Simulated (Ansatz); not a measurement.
`O[CH2][GaH][Br]` + `[CH3][In]([CH3])[F]` → `[CH3][GaH][CH2]O` + `[CH3][In]([F])[Br]`  (redistribution)

Computed with Ansatz on PBE0-D4/def2-TZVP structures; ΔE is electronic, products minus reactants. CBS: MP2 limit from def2 TZ/QZ plus the TZ coupled-cluster correction, frozen cores. Functionals use def2-TZVPP. def2 core potentials past Kr. For Br, Ga, In outer-core shells are correlated without core-valence functions, which leaves a few kJ/mol of doubt a bond. Scalar relativity is left out up to krypton. Each species was taken in one conformer, which may not be the lowest.

```csv
species,PBE0-D4 energy (Eh)
`O[CH2][GaH][Br]`,-4614.15752
`[CH3][In]([CH3])[F]`,-369.71624
`[CH3][GaH][CH2]O`,-2080.11058
`[CH3][In]([F])[Br]`,-2903.75932
```

Work out ΔE.

ΔE = (-2080.11058) + (-2903.75932) − (-4614.15752) − (-369.71624) = 0.00386 Eh = +10.1 kJ/mol. CCSD(T)/CBS gives +8.6 kJ/mol.

What do rigid-rotor, harmonic-oscillator terms from PBE0-D4/def2-TZVP frequencies (298.15 K, 1 bar) make of the CCSD(T)/CBS value? (Best estimate.)

Ansatz gave: ΔZPE = -0.6 kJ/mol, ΔH = +8.2 kJ/mol, ΔS = 6 J/(mol·K), ΔG = +6.5 kJ/mol. Modes under 50 cm⁻¹ make the entropy rough.

Largest T1 diagnostic among the species: 0.014.

Leaving LDA and LC-ωPBE aside and taking each functional with its dispersion term where it has one, the values, not all of them listed here, spread over 5.5 kJ/mol, from B97M-V to B2PLYP. In def2-TZVPP, CCSD(T) changes the Hartree–Fock value by +4.6 kJ/mol (the triples alone add −0.2 kJ/mol) and MP2 by +6.5 kJ/mol.
